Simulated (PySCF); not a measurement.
SMILES [SiH3]C1=CC=C(C=S)B1, C$_{5}$H$_{7}$BSSi

Molfile (atoms numbered from 1):
```
C5H7BSSi
     RDKit          3D

 15 15  0  0  0  0  0  0  0  0999 V2000
    2.7037   -0.0058    0.3591 Si  0  0  0  0  0  4  0  0  0  0  0  0
    0.8607   -0.1292    0.1263 C   0  0  0  0  0  0  0  0  0  0  0  0
    0.2313   -0.9032   -0.7960 C   0  0  0  0  0  0  0  0  0  0  0  0
   -1.2492   -0.7916   -0.7423 C   0  0  0  0  0  0  0  0  0  0  0  0
   -1.6569    0.0714    0.2288 C   0  0  0  0  0  0  0  0  0  0  0  0
   -3.0320    0.3764    0.5097 C   0  0  0  0  0  0  0  0  0  0  0  0
   -3.5629    1.4079    1.6577 S   0  0  0  0  0  0  0  0  0  0  0  0
   -0.3125    0.6052    0.9052 B   0  0  0  0  0  0  0  0  0  0  0  0
    3.4037   -0.8977   -0.6164 H   0  0  0  0  0  0  0  0  0  0  0  0
    3.1625    1.4026    0.1510 H   0  0  0  0  0  0  0  0  0  0  0  0
    3.0817   -0.4080    1.7491 H   0  0  0  0  0  0  0  0  0  0  0  0
    0.7248   -1.5577   -1.5245 H   0  0  0  0  0  0  0  0  0  0  0  0
   -1.9084   -1.3489   -1.4170 H   0  0  0  0  0  0  0  0  0  0  0  0
   -3.7683   -0.1485   -0.1238 H   0  0  0  0  0  0  0  0  0  0  0  0
   -0.2135    1.3956    1.8059 H   0  0  0  0  0  0  0  0  0  0  0  0
  1  2  1  0
  2  3  2  0
  3  4  1  0
  4  5  2  0
  5  6  1  0
  6  7  2  0
  5  8  1  0
  8  2  1  0
  1  9  1  0
  1 10  1  0
  1 11  1  0
  3 12  1  0
  4 13  1  0
  6 14  1  0
  8 15  1  0
M  END
```

Method: quadratic response B3LYP/def2-SVPD first hyperpolarisability, Taylor convention, gas phase (PySCF). Geometry: PBE0-D3(BJ)/def2-SVP.

Problem. Give the tensor of the static β(0;0,0) in the axes of these coordinates.

Solution. In au, Taylor convention; rows are the first index (the induced dipole):
|  | xx | yy | zz | xy | xz | yz |
| --- | --- | --- | --- | --- | --- | --- |
| x | +947.6 | +67.1 | +63.3 | -198.6 | -183.7 | +36.4 |
| y | -198.6 | -86.8 | +9.3 | +67.1 | +36.4 | -2.9 |
| z | -183.7 | -2.9 | -76.1 | +36.4 | +63.3 | +9.3 |

Norm of βᵢ = ⅓ Σⱼ (βᵢⱼⱼ + βⱼᵢⱼ + βⱼⱼᵢ): 1143.3 au, hyper-Rayleigh value 458.8 au.
